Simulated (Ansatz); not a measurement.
Program: Ansatz. Geometries: PBE0-D4/def2-TZVP. ΔE: electronic, gas phase. CCSD(T)/CBS adds triple-zeta CCSD(T) − MP2 to the extrapolated MP2 energy (def2 sets, frozen cores). One conformer a species, not always the lowest.

`CNC[SiH2]Cl` + `S[SiH](Cl)Cl` → `Cl[SiH2]S[SiH](Cl)Cl` + `CNC`  (ligand exchange at the Si–C bond)

`CNC[SiH2]Cl`:

Z-matrix (Å, degrees):
```
C
N 1 1.447
H 1 1.091 2 109.4
H 1 1.102 2 113.9 3 -121.6
H 1 1.093 2 110.1 3 117.9
C 2 1.450 1 114.0 3 174.0
H 2 1.012 1 109.5 3 51.0
Si 6 1.880 2 114.6 1 72.0
H 6 1.097 2 108.6 1 -172.2
H 6 1.106 2 114.1 1 -53.8
Cl 8 2.066 6 112.2 2 -83.0
H 8 1.485 6 108.8 2 159.9
H 8 1.482 6 111.3 2 37.7
```

`S[SiH](Cl)Cl`:

Cartesian coordinates in Å:
```
S 0.891 -0.750 -1.271
Si -0.247 0.336 0.140
Cl -1.574 1.433 -0.946
Cl -1.246 -0.896 1.426
H 1.611 -1.368 -0.316
H 0.566 1.245 0.968
```

`Cl[SiH2]S[SiH](Cl)Cl`:

Cartesian coordinates in Å:
```
Cl -1.427 2.232 0.585
Si -0.562 0.600 1.463
S -0.811 -1.180 0.310
Si 0.486 -0.884 -1.338
Cl -0.201 0.544 -2.617
Cl 2.366 -0.352 -0.751
H 0.868 0.901 1.672
H -1.270 0.310 2.726
H 0.551 -2.171 -2.050
```

`CNC`:

```xyz
10

C     0.722    0.320    0.915
N     0.528   -0.276   -0.387
C    -0.866   -0.389   -0.747
H     1.789    0.435    1.117
H     0.310   -0.341    1.683
H     0.238    1.305    1.034
H     1.021    0.261   -1.087
H    -1.363   -1.088   -0.068
H    -0.959   -0.791   -1.759
H    -1.421    0.565   -0.701
```

| level | ΔE (kJ/mol) |
| --- | --- |
| HF/def2-TZVPP | -72.2 |
| MP2/def2-TZVPP | -79.0 |
| MP2/def2-QZVPP | -81.3 |
| SCS-MP2/def2-QZVPP | -77.8 |

Q: What does CCSD(T)/CBS give? (Estimate.)

A: Computed: -76.2 kJ/mol. The listed levels differ from it by 4.0, -2.8, -5.1, -1.6 kJ/mol.

Largest T1 diagnostic among the species: 0.010.

The D4 term adds −6.9 kJ/mol with B3LYP and −3.9 kJ/mol with PBE0; it sums over pairs of atoms, weighted by their polarisabilities, and B3LYP, whose exchange is more repulsive, gets the larger term.

B3LYP here is the variant with VWN-RPA as its local correlation; programs differ in this.
